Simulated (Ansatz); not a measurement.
Input for Ansatz (a quantum-chemistry and plane-wave program): U-CCSD(T)/def2-TZVPPD on MgO, a point of a bond scan (R = 4.696 Å). Files ending in .json are basis or fitting sets from the Basis Set Exchange.

Ansatz 0.2 input:
```yaml
crystal:
  periodic: [false, false, false]
  atoms:
    - {symbol: Mg, position_ang: [-0.00000000, -0.00000000, -0.69577288]}
    - {symbol: O, position_ang: [0.00000000, 0.00000000, 4.00069406]}
basis:
  gaussian:
    orbitals: def2-TZVPPD.json
correlation: {method: ccsd_t, electrons: outside_noble_gas}
scf: {omitted_lower_state_checks: [cluster_reference]}
magnetization: {spin_polarized: true, initial_magnetization: 0}
```

The log:

```
Functional definition: HF
[...]
these checks for a lower state are left out or cut short: cluster_reference
integrals: 0.07 GiB planned
553 factors; integrals over basis functions are off by at most 1.2e-3 eV
mean field: 0.13 GiB planned
mean field evaluation 1: about -7436.2091 eV, gradient 5.0e1 eV
mean field evaluation 2: about -7436.2091 eV, gradient 5.0e1 eV
mean field evaluation 4: about -7436.2597 eV, gradient 5.0e1 eV
mean field evaluation 8: about -7459.4909 eV, gradient 2.8e1 eV
mean field evaluation 16: about -7466.4210 eV, gradient 1.8e0 eV
mean field evaluation 32: about -7466.4322 eV, gradient 1.6e-4 eV
mean field evaluation 64: about -7463.9519 eV, gradient 5.1e-2 eV
mean field evaluation 96: about -7457.6373 eV, gradient 2.2e1 eV
mean field evaluation 128: about -7465.6113 eV, gradient 7.8e-5 eV
mean field evaluation 160: about -7464.3685 eV, gradient 2.7e0 eV
mean field evaluation 192: about -7466.4323 eV, gradient 3.7e-2 eV
mean field evaluation 224: about -7466.4323 eV, gradient 4.1e-3 eV
mean field evaluation 256: about -7466.4019 eV, gradient 3.3e-1 eV
mean field evaluation 288: about -7463.9417 eV, gradient 2.9e-1 eV
mean field evaluation 320: about -7465.6032 eV, gradient 7.6e-2 eV
mean field evaluation 352: about -7466.4323 eV, gradient 2.7e-4 eV
mean field -7466.43231033 eV, -274.3863264749 hartree, gradient 1.1e-10 eV, S^2 1.009323; 22 other end points of the search recorded, 0 dependent functions left out
6 core orbitals not correlated
reference -7466.43231033 eV, -274.3863264749 hartree; 4, 4 occupied and 65, 65 virtual orbitals, 553 factors
second order -4.43607797 eV of doubles, -0.00000000 eV of singles
coupled cluster: 0.22 GiB planned
cycle   1  -4.99694771 eV  change   -5.6e-1 eV  update   7.2e-2
cycle   2  -5.27803782 eV  change   -2.8e-1 eV  update   3.7e-2
cycle   3  -5.31204067 eV  change   -3.4e-2 eV  update   1.9e-2
cycle   4  -5.33736018 eV  change   -2.5e-2 eV  update   1.6e-2
cycle   5  -5.41886147 eV  change   -8.2e-2 eV  update   1.4e-2
cycle   6  -5.49143657 eV  change   -7.3e-2 eV  update   8.2e-3
cycle   7  -5.50868003 eV  change   -1.7e-2 eV  update   3.1e-3
cycle   8  -5.51361808 eV  change   -4.9e-3 eV  update   1.8e-3
cycle   9  -5.51382772 eV  change   -2.1e-4 eV  update   1.1e-3
cycle  10  -5.51363907 eV  change    1.9e-4 eV  update   6.1e-4
cycle  11  -5.51368673 eV  change   -4.8e-5 eV  update   3.9e-4
cycle  12  -5.51382198 eV  change   -1.4e-4 eV  update   2.2e-4
cycle  13  -5.51397355 eV  change   -1.5e-4 eV  update   1.1e-4
cycle  14  -5.51395798 eV  change    1.6e-5 eV  update   3.9e-5
cycle  15  -5.51392182 eV  change    3.6e-5 eV  update   2.5e-5
cycle  16  -5.51391890 eV  change    2.9e-6 eV  update   1.7e-5
cycle  17  -5.51392969 eV  change   -1.1e-5 eV  update   1.2e-5
cycle  18  -5.51393808 eV  change   -8.4e-6 eV  update   7.5e-6
cycle  19  -5.51393554 eV  change    2.5e-6 eV  update   4.8e-6
cycle  20  -5.51392767 eV  change    7.9e-6 eV  update   3.3e-6
cycle  21  -5.51391919 eV  change    8.5e-6 eV  update   2.5e-6
cycle  22  -5.51391229 eV  change    6.9e-6 eV  update   1.9e-6
cycle  23  -5.51390662 eV  change    5.7e-6 eV  update   1.4e-6
cycle  24  -5.51390136 eV  change    5.3e-6 eV  update   9.1e-7
coupled cluster: 0.22 GiB planned
perturbative correction -0.30257719 eV, -0.0111195067 hartree
WARN: the results are in doubt because among natural orbitals the method converges to other amplitudes
Total energy: -7472.24878888 eV, -274.6000781191 hartree
In doubt: among natural orbitals the method converges to other amplitudes
Checks for a lower state left out: cluster_reference
```

Self-consistency was reached. Its determinant has ⟨S²⟩ = 1.01, a mixture of spin states.

Warnings raised: other amplitudes.

Cost: around 21 core-seconds (rough).
